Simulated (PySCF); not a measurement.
Ligand exchange on a metal centre used in film growth or etching (Cd Cl-F). Gas-phase values, no solvent.

Calculation: TPSSh-D3(BJ)/def2-TZVP // TPSS-D3(BJ)/def2-SVP (PySCF). 

| species | LUMO (eV) | charge on the central atom (Mulliken) (e) |
|---|---|---|
| 0 of 2 Cl replaced by F ([Cd(Cl)2]) | -2.72 | 0.81 |
| 1 of 2 Cl replaced by F | -2.78 | 0.94 |
| 2 of 2 Cl replaced by F ([Cd(F)2]) | -2.83 | 1.07 |
